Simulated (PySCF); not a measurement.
Job for PySCF: R-M06-2X/6-31G* on H2O (SMILES O).

```python
from pyscf import gto, scf, dft, mp
from pyscf.data.elements import chemcore

mol = gto.M(
    atom='''
    O     0.09649005   -0.38124144    0.07613971
    H     0.78542324   -0.95395377   -0.27665189
    H     0.56608962    0.32634946    0.53390192
    ''',
    basis='6-31g*',
    cart=True,
    charge=0, spin=0, verbose=3, max_memory=1800)
mf = dft.RKS(mol, xc='m062x')
mf.conv_tol = 1e-8
mf.max_cycle = 100
mf.kernel()
if not mf.converged:
    mf = mf.newton().run(mf.mo_coeff, mf.mo_occ)
```

Problem. Predict the final total energy.

Solution. -76.3734 hartree.
